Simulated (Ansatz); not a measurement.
Reaction (cleavage of the B–Si bond): `CB(N)[SiH2]C#N` + HCl → `CB(N)Cl` + `N#C[SiH3]`

Isolated molecules relaxed with PBE0-D4/def2-TZVP in Ansatz; ΔE leaves out vibrations. CBS: MP2 limit from def2 TZ/QZ plus the TZ coupled-cluster correction, frozen cores. This one scheme is used for every species. One conformer a species, not always the lowest.

| species | HF/def2-TZVPP energy (Eh) |
| --- | --- |
| `CB(N)[SiH2]C#N` | -502.47811 |
| HCl | -460.09908 |
| `CB(N)Cl` | -579.58313 |
| `N#C[SiH3]` | -383.03947 |

Problem. Work out ΔE.

Solution. ΔE = (-579.58313) + (-383.03947) − (-502.47811) − (-460.09908) = -0.04541 Eh = -28.5 kcal/mol. CCSD(T)/CBS gives -23.6 kcal/mol.

Largest T1 diagnostic among the species: 0.013.

From PBE to PBE0 (25 % exact exchange), in def2-TZVPP and without D4, ΔE moves by −1.2 kcal/mol. The D4 term adds +1.2 kcal/mol with B3LYP and +0.8 kcal/mol with PBE0; it sums over pairs of atoms, weighted by their polarisabilities, and B3LYP, whose exchange is more repulsive, gets the larger term. In def2-TZVPP, CCSD(T) changes the Hartree–Fock value by +5.0 kcal/mol (the triples alone add +0.5 kcal/mol) and MP2 by +3.2 kcal/mol.

B3LYP here is the variant with VWN-RPA as its local correlation; programs differ in this.
